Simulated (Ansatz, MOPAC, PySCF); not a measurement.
Dimer: PH3 (SMILES P) (first 4 atoms) with Si2H6 (SMILES [SiH3][SiH3]); geometry from B3LYP-D3(BJ)/def2-TZVP, rigid monomers moved along the line of their centres of mass till H4···Si5 is 3.10 Å.
(charge 0, multiplicity 1):
```xyz
12

P     -0.36015     0.22824    -0.07538
H      0.78130    -0.17925     0.66057
H      0.36734     1.17819    -0.83875
H     -0.74947     1.18356     0.89775
Si     0.65650     0.84777     3.63560
Si    -0.82882    -0.96557     3.57367
H      0.00269     2.07265     3.11556
H      1.85781     0.56499     2.81430
H      1.08585     1.09697     5.03377
H     -2.01360    -0.68096     4.41932
H     -0.16178    -2.18719     4.08607
H     -1.28941    -1.22524     2.18856
```

Counterpoise-corrected where a basis set is named; no monomer relaxation. Rows marked so take none.

Correlated levels freeze the cores. Rows in 3-21G, 6-31G*, LANL2DZ carry no dispersion term and start afresh at each structure (6-31G* with six Cartesian d functions). LANL2DZ brings its own core potentials from Na on. The state reached by AM1, PM3, PM6, PM7 isn't checked; PM7 holds dispersion and hydrogen-bond terms.

Codes used: Ansatz (Gaussian orbitals); MOPAC for AM1, PM3, PM6, PM7 (differences of heats of formation); PySCF for 3-21G rows, 6-31G* rows, LANL2DZ rows, the dispersion terms. Each number belongs to the level named beside it.

Other levels give for the interaction energy: PBE/def2-TZVPPD 1.05; B3LYP/def2-TZVPPD 2.75; B3LYP-D3(BJ)/def2-TZVPPD -1.18; wB97M-V/def2-TZVPPD -0.66; CCSD(T)/aug-cc-pV(D+d)Z 0.41 kcal/mol.

Common cheap choices:

| level | interaction energy (kcal/mol) |
|---|---|
| AM1 | 2.88 |
| PM3 | 1.90 |
| PM6 | -2.82 |
| PM7 | 29.53 |
| HF/3-21G (no counterpoise) | 2.77 |
| B3LYP/6-31G* (no counterpoise) | 2.44 |
| B3LYP/LANL2DZ (no counterpoise) | 2.93 |
| M06-2X/6-31G* (no counterpoise) | -1.28 |

Ansatz is an electronic-structure program.
